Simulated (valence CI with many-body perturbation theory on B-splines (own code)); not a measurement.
Tm27+: E2, M1 decay

Level of theory: configuration interaction combined with many-body perturbation theory (CI+MBPT): six valence electrons over a frozen Dirac-Fock core [Kr], a basis of 7 s, 7 p, 8 d, 6 f, 4 g, 1 h functions for each j, with the one-electron correlation potential Σ1, the two-electron term Σ2, the three-electron term Σ3, Breit, model QED; selected CI, second order for the rest, scaled by the run's own slope (own B-spline code, finite nucleus).

The last digits are not significant, and no measured levels were compared; by estimate large intervals hold to a few tenths of a per cent, small ones and those within an open d or f shell to about a per cent. Core correlation moves these levels by up to 8400 cm⁻¹, and in measured spectra 5 to 20 % of such shifts remained as error; rates that hang on mixing are uncertain with them. Among the levels kept, up to 780 cm⁻¹ of a level comes from second order outside the variational space, and about a tenth of that is noise between levels of different J, which matters for small intervals. Only levels of the ground parity were solved; by the run's estimate the other parity begins above the list, which can be wrong where configurations are misplaced.

Lines 51 to 100 of 120 in falling wavelength, among levels below 53.299 eV, chosen from the decays that carry over 1 % of a level's rate. Wavelengths and rates use the calculated energies. Electric multipoles are in the length gauge, E1 and E2 with the static RPA response of the core. S is in atomic units (e²a₀⁴ for E2 and M2, e²a₀⁶ for E3), for M1 in squared Bohr magnetons. Weak lines are less certain than strong ones. Lines between different terms over intervals too small for the method are left out, as are lines whose strength nearly cancels. The highest levels of a list are the least certain.

Levels are named by their leading jj configuration (3d3/2^4 stands for four electrons in 3d with j = 3/2), which in mixed levels can hold well under half, so a name can repeat and another be missing. Letters in brackets count levels of one name in rising energy.

| λ vac (Å) | Upper | Lower | Type | A (s⁻¹) | S (a.u.) |
| --- | --- | --- | --- | --- | --- |
| 1099 | (4d3/2^2 4d5/2^4) J=5 | (4d3/2^3 4d5/2^3) J=5 | M1 | 4.12e+03 | 2.23e+00 |
| 1087 | (4d3/2^2 4d5/2^4) J=0 [a] | (4d3/2^3 4d5/2^3) J=1 [a] | M1 | 3.33e+04 | 1.58e+00 |
| 1083 | (4d3/2^2 4d5/2^4) J=2 [c] | (4d3/2^3 4d5/2^3) J=3 [c] | M1 | 6.85e+03 | 1.61e+00 |
| 1059 | (4d3/2^3 4d5/2^3) J=1 [b] | (4d3/2^4 4d5/2^2) J=0 | M1 | 4.81e+03 | 6.35e-01 |
| 1040 | (4d3/2^2 4d5/2^4) J=2 [a] | (4d3/2^3 4d5/2^3) J=3 [a] | M1 | 1.81e+04 | 3.77e+00 |
| 1032 | (4d3/2 4d5/2^5) J=2 | (4d3/2^2 4d5/2^4) J=2 [b] | M1 | 6.17e+03 | 1.26e+00 |
| 1015 | (4d3/2^3 4d5/2^3) J=2 [a] | (4d3/2^4 4d5/2^2) J=2 | M1 | 8.75e+03 | 1.69e+00 |
| 1014 | (4d3/2 4d5/2^5) J=1 | (4d3/2^2 4d5/2^4) J=0 [a] | M1 | 1.07e+04 | 1.24e+00 |
| 992.9 | (4d3/2^2 4d5/2^4) J=4 [c] | (4d3/2^3 4d5/2^3) J=3 [c] | M1 | 6.67e+03 | 2.18e+00 |
| 992.7 | (4d3/2^2 4d5/2^4) J=1 | (4d3/2^3 4d5/2^3) J=2 [a] | M1 | 2.47e+03 | 2.69e-01 |
| 990.4 | (4d3/2^2 4d5/2^4) J=6 | (4d3/2^3 4d5/2^3) J=6 | M1 | 6.63e+03 | 3.10e+00 |
| 988.6 | (4d3/2^2 4d5/2^4) J=4 [a] | (4d3/2^3 4d5/2^3) J=4 [a] | M1 | 2.06e+04 | 6.64e+00 |
| 981.6 | (4d3/2^3 4d5/2^3) J=3 [b] | (4d3/2^4 4d5/2^2) J=2 | M1 | 1.11e+03 | 2.72e-01 |
| 974.4 | (4d3/2^2 4d5/2^4) J=6 | (4d3/2^3 4d5/2^3) J=5 | M1 | 2.90e+03 | 1.30e+00 |
| 972.6 | (4d3/2^3 4d5/2^3) J=5 | (4d3/2^4 4d5/2^2) J=4 | M1 | 2.51e+03 | 9.41e-01 |
| 961.7 | (4d3/2 4d5/2^5) J=4 | (4d3/2^2 4d5/2^4) J=3 [b] | M1 | 6.95e+03 | 2.06e+00 |
| 961.0 | (4d3/2^2 4d5/2^4) J=2 [c] | (4d3/2^3 4d5/2^3) J=1 [b] | M1 | 4.43e+03 | 7.28e-01 |
| 957.2 | (4d3/2^3 4d5/2^3) J=6 | (4d3/2^4 4d5/2^2) J=4 | E2 | 1.57e-01 | 1.46e-03 |
| 956.7 | (4d3/2 4d5/2^5) J=2 | (4d3/2^2 4d5/2^4) J=1 | M1 | 1.04e+04 | 1.69e+00 |
| 955.3 | (4d3/2^2 4d5/2^4) J=4 [b] | (4d3/2^3 4d5/2^3) J=3 [b] | M1 | 2.68e+03 | 7.80e-01 |
| 951.6 | (4d3/2^2 4d5/2^4) J=2 [b] | (4d3/2^3 4d5/2^3) J=3 [b] | M1 | 4.08e+03 | 6.52e-01 |
| 938.8 | (4d3/2 4d5/2^5) J=1 | (4d3/2^2 4d5/2^4) J=2 [a] | M1 | 3.82e+04 | 3.51e+00 |
| 929.0 | (4d3/2^2 4d5/2^4) J=2 [c] | (4d3/2^3 4d5/2^3) J=2 [b] | M1 | 7.93e+03 | 1.18e+00 |
| 922.6 | (4d3/2^2 4d5/2^4) J=2 [b] | (4d3/2^3 4d5/2^3) J=2 [a] | M1 | 7.09e+03 | 1.03e+00 |
| 908.5 | (4d3/2^2 4d5/2^4) J=4 [c] | (4d3/2^3 4d5/2^3) J=4 [b] | M1 | 5.17e+03 | 1.29e+00 |
| 907.5 | (4d3/2^2 4d5/2^4) J=3 [a] | (4d3/2^3 4d5/2^3) J=4 [a] | M1 | 8.45e+03 | 1.64e+00 |
| 896.9 | (4d3/2^2 4d5/2^4) J=5 | (4d3/2^3 4d5/2^3) J=4 [a] | M1 | 6.21e+02 | 1.83e-01 |
| 892.1 | (4d3/2^2 4d5/2^4) J=4 [a] | (4d3/2^3 4d5/2^3) J=3 [a] | M1 | 5.20e+02 | 1.23e-01 |
| 852.6 | (4d3/2 4d5/2^5) J=4 | (4d3/2^2 4d5/2^4) J=5 | M1 | 1.37e+04 | 2.83e+00 |
| 843.2 | (4d3/2 4d5/2^5) J=4 | (4d3/2^2 4d5/2^4) J=3 [a] | M1 | 5.82e+02 | 1.17e-01 |
| 829.4 | (4d3/2^3 4d5/2^3) J=3 [b] | (4d3/2^4 4d5/2^2) J=4 | M1 | 6.07e+03 | 8.99e-01 |
| 825.5 | (4d3/2^2 4d5/2^4) J=3 [a] | (4d3/2^3 4d5/2^3) J=3 [a] | M1 | 1.07e+04 | 1.56e+00 |
| 816.8 | (4d3/2^2 4d5/2^4) J=4 [b] | (4d3/2^3 4d5/2^3) J=5 | M1 | 9.65e+03 | 1.75e+00 |
| 801.3 | (4d3/2^2 4d5/2^4) J=3 [b] | (4d3/2^3 4d5/2^3) J=4 [a] | M1 | 2.45e+03 | 3.27e-01 |
| 785.8 | (4d3/2 4d5/2^5) J=1 | (4d3/2^3 4d5/2^3) J=0 | M1 | 1.25e+03 | 6.77e-02 |
| 784.6 | (4d3/2 4d5/2^5) J=1 | (4d3/2^3 4d5/2^3) J=2 [b] | M1 | 1.36e+04 | 7.30e-01 |
| 783.5 | (4d3/2 4d5/2^5) J=4 | (4d3/2^2 4d5/2^4) J=4 [a] | M1 | 2.30e+04 | 3.68e+00 |
| 781.9 | (4d3/2^3 4d5/2^3) J=2 [b] | (4d3/2^4 4d5/2^2) J=2 | M1 | 1.16e+03 | 1.03e-01 |
| 780.7 | (4d3/2^3 4d5/2^3) J=0 | (4d3/2^4 4d5/2^2) J=2 | E2 | 7.69e+01 | 1.99e-02 |
| 768.9 | (4d3/2 4d5/2^5) J=2 | (4d3/2^2 4d5/2^4) J=3 [a] | M1 | 1.59e+04 | 1.34e+00 |
| 760.6 | (4d3/2^3 4d5/2^3) J=1 [b] | (4d3/2^4 4d5/2^2) J=2 | M1 | 1.17e+03 | 5.73e-02 |
| 748.1 | (4d3/2^2 4d5/2^4) J=2 [c] | (4d3/2^3 4d5/2^3) J=3 [b] | M1 | 1.52e+03 | 1.18e-01 |
| 743.3 | (4d3/2^2 4d5/2^4) J=1 | (4d3/2^3 4d5/2^3) J=1 [a] | M1 | 7.47e+03 | 3.41e-01 |
| 736.6 | (4d3/2^2 4d5/2^4) J=3 [b] | (4d3/2^3 4d5/2^3) J=3 [a] | M1 | 2.34e+02 | 2.43e-02 |
| 730.1 | (4d3/2^2 4d5/2^4) J=2 [c] | (4d3/2^3 4d5/2^3) J=2 [a] | M1 | 1.53e+03 | 1.11e-01 |
| 698.3 | (4d3/2^3 4d5/2^3) J=3 [c] | (4d3/2^4 4d5/2^2) J=2 | M1 | 2.47e+03 | 2.18e-01 |
| 671.9 | (4d3/2^2 4d5/2^4) J=2 [a] | (4d3/2^4 4d5/2^2) J=2 | M1 | 1.28e+03 | 7.19e-02 |
| 670.4 | (4d3/2 4d5/2^5) J=4 | (4d3/2^3 4d5/2^3) J=3 [c] | M1 | 4.51e+02 | 4.53e-02 |
| 667.3 | (4d3/2^2 4d5/2^4) J=2 [d] | (4d3/2^3 4d5/2^3) J=3 [c] | M1 | 4.48e+03 | 2.47e-01 |
| 655.5 | (4d3/2^3 4d5/2^3) J=4 [b] | (4d3/2^4 4d5/2^2) J=4 | M1 | 2.32e+02 | 2.18e-02 |
